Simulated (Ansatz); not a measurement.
A set of 12 reactions (ligand exchange), with CCSD(T)/CBS values in kJ/mol:

```csv
reaction,ΔE
`BCB(C)F` + `C[O][AlH][NH2]` → `B[NH][AlH][O]C` + `CB(C)F`,-109.3
`BCB(C)F` + `[SH][GeH3]` → `B[S][GeH3]` + `CB(C)F`,-81.5
`NC[SiH2]Cl` + `B[SeH]` → `B[Se][SiH2]Cl` + CH₃NH₂,-62.5
`NBO[SiH2]F` + HCl → `NBCl` + `O[SiH2]F`,28.6
`O[SiH2][O][GeH3]` + `N[SiH2][SiH3]` → `O[SiH2]N[SiH2][SiH3]` + `[OH][GeH3]`,49.3
`C[SiH2][SiH2]S` + `O[SiH2][SiH3]` → `[SiH3][SiH2]O[SiH2]S` + `C[SiH3]`,-119.1
`BN(B)CC=C` + `C=C=CN` → `BNC=C=C` + `BNCC=C`,-55.3
`C#[C][In]([F])[Cl]` + CH₃OH → `C[O][In]([F])[Cl]` + `C#C`,9.3
`[CH3][Al]([SH])[Cl]` + HBr → `[CH3][Al]([Cl])[Br]` + H₂S,-48.4
`OC([SiH3])(S)S` + `C=NCO` → `C=NCO[SiH3]` + `OC(S)S`,-111.2
`C[O][K]` + `CNC` → `C[N](C)[K]` + CH₃OH,92.8
`CBN[SiH2]C` + `O[SiH2][SiH3]` → `CBO[SiH2][SiH3]` + `C[SiH2]N`,-3.0
```

Calculated with Ansatz (gas phase, PBE0-D4/def2-TZVP geometries, no zero-point term in ΔE). CCSD(T)/CBS is the MP2 limit (def2-TZVPP, def2-QZVPP) plus CCSD(T) − MP2 in def2-TZVPP, frozen cores. This one scheme is used for every species. Functionals use def2-TZVPP. B3LYP here is the variant with VWN-RPA as its local correlation; programs differ in this. Elements past krypton have def2 core potentials. For Br, Ge, In, K, Se outer-core shells are correlated without core-valence functions, which leaves a few kJ/mol of doubt a bond. Scalar relativity is left out up to krypton. One conformer a species, not always the lowest.

Task: Give the mean, mean absolute and largest difference (level minus CCSD(T)/CBS, kJ/mol) for: PBE-D4, r2SCAN-D4, PBE0-D4, B3LYP-D4, ωB97M-V, PBE, B3LYP, HF/def2-TZVPP, SCS-MP2/def2-TZVPP, HF/def2-QZVPP, SCS-MP2/def2-QZVPP, HF/CBS(def2), MP2/CBS(def2), CCSD/CBS(def2). (Estimate.)

Result: Ansatz gave: 
```csv
level,mean,mean absolute,largest
PBE-D4,0.9,7.1,25.0
r2SCAN-D4,-0.5,2.7,6.1
PBE0-D4,1.3,4.2,16.9
B3LYP-D4,-0.5,2.3,-5.0
ωB97M-V,0.7,1.9,5.8
PBE,0.9,6.8,27.7
B3LYP,-0.5,4.3,-12.3
HF/def2-TZVPP,-0.5,11.9,-30.8
SCS-MP2/def2-TZVPP,-0.4,2.7,-10.7
HF/def2-QZVPP,-0.6,12.6,-32.1
SCS-MP2/def2-QZVPP,-0.7,2.7,-10.8
HF/CBS(def2),-0.6,12.7,-32.3
MP2/CBS(def2),-1.1,2.4,-6.0
CCSD/CBS(def2),0.4,2.2,-4.6
```

The largest T1 diagnostic in the set is 0.016, for `C[O][In]([F])[Cl]` (customary mark 0.02).

CCSD(T)/CBS is a level of theory with its own doubt, and the functionals carry their triple-zeta basis error, so these figures describe this set and don't rank the functionals.
